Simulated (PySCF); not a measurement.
## Distorted geometries of [Dy(PH3)]3+

[Dy(PH3)]3+ (singlet in the valence; each metal's 4f electrons, 9 of them, lie in its core potential, out of spins and levels). PySCF 2.14.0, RKS B3LYP, Dy lcecp-1-SVP with ECP55, P def2-SVP, H def2-SVP; non-relativistic Hamiltonian with scalar-relativistic core potentials where named; density fitting; no spin-orbit coupling. Relaxed geometry:

```xyz
5

Dy    0.0000    0.0000   -0.4033
P     0.0000    0.0000    2.5277
H     1.3318    0.0000    3.0395
H    -0.6659    1.1534    3.0395
H    -0.6659   -1.1534    3.0395
```

Problem. Order these distorted geometries by energy above the relaxed one, lowest first.
A.
```xyz
5

Dy   -0.0010   -0.0471   -0.4173
P    -0.0060   -0.0550    2.5767
H     1.3488   -0.0038    2.9938
H    -0.6802    1.2046    3.0795
H    -0.6616   -1.0986    3.0102
```
B.
```xyz
5

Dy    0.0178   -0.0374   -0.4444
P     0.0445    0.0183    2.6802
H     1.2843   -0.0664    2.9393
H    -0.5978    1.2200    3.0308
H    -0.7488   -1.1345    3.0371
```
C.
```xyz
5

Dy   -0.2037    0.0523   -0.5135
P     0.1481    0.1759    2.3992
H     1.6297   -0.0511    3.0188
H    -0.7904    1.0349    3.2262
H    -0.7838   -1.2120    3.1123
```

Solution. A (0.28 eV), B (0.49 eV), C (1.46 eV).

Problem. Which forces (eV/Å) act in the one that lies 0.28 eV up?

Solution. 
```
Dy  -0.03 -0.01  0.20
P    0.83  4.15 -1.23
H    0.05 -0.19  0.23
H    0.64 -1.29 -0.45
H   -1.49 -2.67  1.26
```
Forces carry noise of the integration grid, about 0.01 to 0.03 eV/Å.

An lcecp potential fixes the number of 4f electrons, so in runs with it no electron can move into or out of that shell.
